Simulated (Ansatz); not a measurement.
One geometry of Be₅S₄⁺, several levels of theory.

```yaml
crystal:
  periodic: [false, false, false]
  atoms:
    - {symbol: Be, position_ang: [-0.642137, 1.668316, -0.573251]}
    - {symbol: Be, position_ang: [-0.642794, -1.233430, -0.012646]}
    - {symbol: Be, position_ang: [-0.049986, 0.020515, -1.914387]}
    - {symbol: Be, position_ang: [1.556691, -1.248116, 0.375278]}
    - {symbol: Be, position_ang: [0.200976, 0.917722, 1.658832]}
    - {symbol: S, position_ang: [0.924099, -1.759026, -1.383405]}
    - {symbol: S, position_ang: [0.194976, 2.633349, 0.897157]}
    - {symbol: S, position_ang: [-1.871132, 0.054337, -0.962313]}
    - {symbol: S, position_ang: [0.329316, -1.053676, 1.914715]}
basis:
  gaussian: {orbitals: def2-SVP, initial_orbitals: start.molden}
total_charge: 1
magnetization: {spin_polarized: true, initial_magnetization: 1}
hamiltonian: {xc: pbe, dispersion: d4}
scf: {omitted_lower_state_checks: [starts]}
output: {orbitals: {seedname: orbitals}}
```

The file start.molden holds the orbitals of an earlier run on this structure, at another level or in another basis.

```sh
$ ansatz run in.yaml --threads 4 --pin off --events-out ev --progress --plain --max-ram 4787MiB
```

It prints (some lines left out):

```
Functional definition: PBE
1490 factors; their error is unknown
mean field evaluation 1: about -45311.1845 eV, gradient 7.8e0 eV
mean field evaluation 2: about -45311.5105 eV, gradient 3.2e-1 eV
mean field evaluation 4: about -45311.3955 eV, gradient 5.4e-2 eV
mean field evaluation 8: about -45311.3955 eV, gradient 1.3e-5 eV
mean field -45311.39550650 eV, -1665.1630716969 hartree, gradient 1.3e-5 eV, S^2 0.752446; 0 other end points of the search recorded, 0 dependent functions left out
reference -45311.39556913 eV, -1665.1630739985 hartree; 42, 41 occupied and 75, 76 virtual orbitals, 1490 factors
Total energy: -45311.88529797 eV, -1665.1810712016 hartree
Checks for a lower state left out: starts
```

Run time 6 s (4 threads of Intel Xeon on a shared host).

First input, but with `gaussian: {orbitals: def2-TZVP, initial_orbitals: start.molden}`, `hamiltonian: {xc: hf}` (abridged; 21 s):

```
Functional definition: HF
mean field -45265.47096562 eV, -1663.4753759481 hartree, gradient 8.7e-6 eV, S^2 0.754416
Total energy: -45265.47096562 eV, -1663.4753759481 hartree
Checks for a lower state left out: starts
```

As the first input, with `gaussian: {orbitals: def2-TZVP, initial_orbitals: start.molden}`, `hamiltonian: {xc: {name: B2PLYP}}` and without the key `output` (abridged; 26 s):

```
Functional definition: B2PLYP
mean field -45327.30128799 eV, -1665.7475983853 hartree, gradient 2.6e-6 eV, S^2 0.752849
20 core orbitals not correlated: weight in the atoms' cores, before any rotation towards them, 1.000 or more for the frozen orbitals, at most 0.000 for the correlated occupied ones
second order -32.91753244 eV of doubles, -0.00000000 eV of singles
Total energy: -45336.18921523 eV, -1666.0742236869 hartree
Checks for a lower state left out: starts
```

The first input with `gaussian: {orbitals: def2-TZVP, initial_orbitals: start.molden}`, `output: {forces: true, orbitals: {seedname: orbitals}}` (abridged; 14 s):

```
Functional definition: PBE
mean field -45328.91661743 eV, -1665.8069606473 hartree, gradient 2.5e-5 eV, S^2 0.753051
Total energy: -45329.40640914 eV, -1665.8249601606 hartree
Atom 0 force    -0.004629    -0.107070     0.181178 eV/Å
Atom 1 force     0.286300     0.221212    -0.164128 eV/Å
Atom 2 force    -0.177493    -0.278770     0.330382 eV/Å
Atom 3 force    -0.498265    -0.050751    -0.081551 eV/Å
Atom 4 force    -0.003689    -0.022012    -0.121003 eV/Å
Atom 5 force    -0.126953     0.374653     0.337167 eV/Å
Atom 6 force    -0.109590    -0.300042    -0.139746 eV/Å
Atom 7 force     0.524792     0.043873     0.029658 eV/Å
Atom 8 force     0.109526     0.118906    -0.371956 eV/Å
Dipole moment:     0.414895    -0.467312     0.031560 e Å
Checks for a lower state left out: starts
```

The first input with `gaussian: {orbitals: def2-TZVP, initial_orbitals: start.molden}`, `correlation: {method: mp2}` and without the key `hamiltonian` (abridged; 19 s):

```
Functional definition: HF
mean field -45265.47126962 eV, -1663.4753871202 hartree, gradient 1.7e-6 eV, S^2 0.754416
20 core orbitals not correlated: weight in the atoms' cores, before any rotation towards them, 1.000 or more for the frozen orbitals, at most 0.000 for the correlated occupied ones
second order -26.73689854 eV of doubles, -0.00000000 eV of singles
Total energy: -45292.20816816 eV, -1664.4579500185 hartree
Checks for a lower state left out: starts
```

First input, but with `hamiltonian: {xc: pbe0, dispersion: d4}` (abridged; 8.6 s):

```
Functional definition: PBE0
mean field -45315.71496372 eV, -1665.3218088217 hartree, gradient 1.8e-5 eV, S^2 0.751922
Total energy: -45316.14414482 eV, -1665.3375809364 hartree
Checks for a lower state left out: starts
```

The first input with `gaussian: {orbitals: def2-TZVP, initial_orbitals: start.molden}`, `hamiltonian: {xc: pbe0, dispersion: d4}` (abridged; 27 s):

```
Functional definition: PBE0
mean field -45333.22481798 eV, -1665.9652840975 hartree, gradient 2.5e-5 eV, S^2 0.752643
Total energy: -45333.65399758 eV, -1665.9810561568 hartree
Checks for a lower state left out: starts
```

Geometry: PBE-D4/def2-SVP.

Correlated methods freeze 20 core orbitals. The structure comes from a short search, and lower isomers may exist.
